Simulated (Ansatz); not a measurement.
Born–Oppenheimer molecular dynamics of ClFH2O2Zr (7 atoms, charge 0, multiplicity 1). It starts from a relaxed structure.

Theory: RHF/def2-SVP (Ansatz).

```yaml
ensemble: NVT, Langevin thermostat
time_step: 1 fs
steps_asked: 150
set_temperature: 1000 K
friction: 0.005 /fs
seed: 397414
```

First frame:

```xyz
7
Properties=species:S:1:pos:R:3
Zr -0.122 -0.218 0.062
Cl -0.040 -0.019 2.458
O 1.649 -0.307 -0.638
H 2.518 -0.314 -0.995
O -1.071 1.262 -0.674
H -1.508 2.007 -1.047
F -1.045 -1.829 -0.400
```

**Question.** How far do the bonds stretch over the last three quarters of this one trajectory? (Pairs bonded in most of those frames.)

**Answer.** 
```json
{"bond": "Zr1–Cl2", "mean (Å)": "2.444", "spread (Å)": "0.114", "shortest": "2.26", "longest": "2.61"}
{"bond": "Zr1–O3", "mean (Å)": "1.920", "spread (Å)": "0.049", "shortest": "1.85", "longest": "2.02"}
{"bond": "Zr1–O5", "mean (Å)": "1.924", "spread (Å)": "0.080", "shortest": "1.79", "longest": "2.05"}
{"bond": "Zr1–F7", "mean (Å)": "1.926", "spread (Å)": "0.035", "shortest": "1.86", "longest": "1.97"}
{"bond": "O3–H4", "mean (Å)": "0.942", "spread (Å)": "0.013", "shortest": "0.92", "longest": "0.97"}
{"bond": "O5–H6", "mean (Å)": "0.948", "spread (Å)": "0.023", "shortest": "0.89", "longest": "1.00"}
```

Mean temperature of the second half: 771 K. The mean temperature of the second half is 23 % below the set value. A run of 0.15 ps of so small a system gives no equilibrium averages.

Run time: 5.5 min on 1 thread of Arm Neoverse V1, on a shared host, peak memory 0.18 GiB.
